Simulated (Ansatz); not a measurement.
```yaml
crystal:
  periodic: [false, false, false]
  atoms:
    - {symbol: B, position_ang: [-1.531640, 1.817457, -0.896221]}
    - {symbol: Ga, position_ang: [0.419684, 0.730995, -0.614322]}
    - {symbol: O, position_ang: [-0.293783, -0.530327, 0.382375]}
    - {symbol: C, position_ang: [0.625329, -1.724569, 1.355294]}
    - {symbol: H, position_ang: [-2.263576, 1.667531, -2.122789]}
    - {symbol: H, position_ang: [-2.026267, 2.626276, -0.504822]}
    - {symbol: H, position_ang: [1.678051, 1.091276, -0.671760]}
    - {symbol: H, position_ang: [0.586788, -2.645211, 0.661944]}
    - {symbol: H, position_ang: [1.738399, -1.068356, 0.904233]}
    - {symbol: H, position_ang: [0.884600, -1.213733, 2.304089]}
basis:
  gaussian: {orbitals: def2-SVP}
total_charge: 4
hamiltonian: {xc: {name: CAM-B3LYP}, dispersion: d4, pseudopotentials: {relativity: none}}
output: {forces: true}
```

```sh
$ ansatz run in.yaml --threads 4 --pin off --events-out ev --progress --plain --max-ram 10444MiB
```

Output, abridged:

```
Functional definition: CAM-B3LYP
1055 factors; integrals over basis functions are off by at most 1.0e-3 eV
309 factors; integrals over basis functions are off by at most 2.0e-5 eV
mean field evaluation 1: about -56073.5699 eV, gradient 1.6e2 eV
mean field evaluation 2: about -55431.6245 eV, gradient 3.1e2 eV
mean field evaluation 4: about -55945.4147 eV, gradient 1.7e2 eV
mean field evaluation 8: about -56120.1412 eV, gradient 5.3e1 eV
mean field evaluation 16: about -56146.6929 eV, gradient 2.3e-2 eV
mean field -56146.69286802 eV, -2063.3529053044 hartree, gradient 4.9e-5 eV, S^2 0.000000; 0 other end points of the search recorded, 0 dependent functions left out
reference -56146.69298975 eV, -2063.3529097778 hartree; 26, 26 occupied and 78, 78 virtual orbitals, 1055 factors
Total energy: -56146.78446072 eV, -2063.3562712740 hartree
Atom 0 at    -1.531640     1.817457    -0.896221 Å, force     0.478948    -1.818036    -1.581830 eV/Å
Atom 1 at     0.419684     0.730995    -0.614322 Å, force    -3.992361    -0.740931    -2.480035 eV/Å
Atom 2 at    -0.293783    -0.530327     0.382375 Å, force     3.856490    -5.484774     4.436335 eV/Å
Atom 3 at     0.625329    -1.724569     1.355294 Å, force    -3.332885     1.507550    -4.193294 eV/Å
Atom 4 at    -2.263576     1.667531    -2.122789 Å, force     0.256150    -1.333044    -1.805577 eV/Å
Atom 5 at    -2.026267     2.626276    -0.504822 Å, force    -3.292715     5.543800     3.421086 eV/Å
Atom 6 at     1.678051     1.091276    -0.671760 Å, force     6.315207     2.369375    -0.652737 eV/Å
Atom 7 at     0.586788    -2.645211     0.661944 Å, force    -0.220241    -0.306565     0.926295 eV/Å
Atom 8 at     1.738399    -1.068356     0.904233 Å, force    -0.189705     0.145060     0.060998 eV/Å
Atom 9 at     0.884600    -1.213733     2.304089 Å, force     0.121110     0.117564     1.868760 eV/Å
Dipole moment:    -0.671765    -0.442757     0.413495 e Å
```

(1) Something in this input is off. What?

Results:

(1) The charge is far from anything that the molecule holds. The run converged. The result belongs to that input, not to the molecule as meant.
